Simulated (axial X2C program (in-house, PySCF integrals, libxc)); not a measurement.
GeI⁺: cheaper levels and CCSD(T), two-component

All values were computed with an in-house all-electron X2C program for linear molecules (integrals from PySCF). Two-component (2c) means X2C with spin–orbit coupling and atomic mean-field two-electron Coulomb and Gaunt terms. Basis: I dyall-cv3z [11s12p8d4f1g], Ge dyall-cv3z [9s9p7d4f1g] (cores contracted in-house); Gaussian nuclei, density fitting, unrestricted open shells. Masses: I 126.904 u, Ge 73.921 u.

State: Ω = 0 (closed shell); fragments I + Ge+.

```tsv
level	Re (Å)	ωe (cm⁻¹)
PBE0	2.404	300.1
HF	2.407	304.9
MP2	2.408	308.0
CCSD	2.412	302.8
PBE50	2.383	311.9
```

Correlated methods: 10 electrons correlated (number of frozen shells: I 4 s, 3 p, 2 d; Ge 3 s, 2 p, 1 d), 284 virtual spin orbitals or spinors in MP2, 90 natural virtuals in coupled cluster.

CCSD(T), same Hamiltonian and basis:

Re = 2.421 Å, ωe = 297.3 cm⁻¹; T1 = 0.025 (Lee–Taylor normalisation).

(1) Give the differences from CCSD(T) in the columns below.

Occupations by symmetry block were frozen at the best pattern of an incomplete PBE0 search. Closed shells are restricted here (equal orbitals for both partners); the stretched side of such a curve lies too high. De is not given where an atomic determinant may have missed its ground term or J level, or where the truncated virtual space spoils (T). CCSD and (T) use frozen natural virtuals with an MP2 correction for the truncation; (T) itself is uncorrected, so its De runs slightly low. The functionals have no current-density term, which raises determinants with orbital currents, atoms included. The T1 diagnostic is large, a sign of multireference character. With the outer-core shells frozen, correlated bond lengths of heavy atoms tend to come out a few hundredths of an ångström too long.

Results:

(1) 

```json
{"level": "PBE0", "ΔRe (Å)": "-0.017", "Δωe (cm⁻¹)": "2.8"}
{"level": "HF", "ΔRe (Å)": "-0.014", "Δωe (cm⁻¹)": "7.6"}
{"level": "MP2", "ΔRe (Å)": "-0.013", "Δωe (cm⁻¹)": "10.7"}
{"level": "CCSD", "ΔRe (Å)": "-0.009", "Δωe (cm⁻¹)": "5.5"}
{"level": "PBE50", "ΔRe (Å)": "-0.038", "Δωe (cm⁻¹)": "14.6"}
```
